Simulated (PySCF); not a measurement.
**Worked example: dipole moment from atomic charges**

GaFClBr, SMILES [F][Ga]([Cl])[Br]. Atoms are numbered in the order given.

```xyz
4

Ga    -0.3226     0.4925     0.0000
F     -2.0204     0.8924     0.0000
Cl     1.0651     2.1087     0.0000
Br     0.2879    -1.6899     0.0000
```

The structure is a stationary point at B3LYP-D3(BJ)/def2-SVP.

Charges (e) from PBE0/def2-TZVPD (PySCF):

| atom | IAO | ESP fit |
|---|---|---|
| Ga1 | 0.991 | 0.682 |
| F2 | -0.520 | -0.331 |
| Cl3 | -0.275 | -0.199 |
| Br4 | -0.196 | -0.152 |

The dipole moment of the full density is 1.10 D.

Task: What dipole moment does each set of point charges give, and which comes closer to that of the density?

Result: 
μ = Σ q r, and 1 e Å = 4.8032 D.
IAO: Σ q r = (0.382, -0.225, 0.000) e Å, |μ| = 2.13 D.
ESP fit: Σ q r = (0.193, -0.122, 0.000) e Å, |μ| = 1.10 D.
ESP fit comes closer in size. Point charges leave out the atoms' own dipoles (lone pairs, polarised bonds); fits to the potential absorb them, partitions of the density don't.
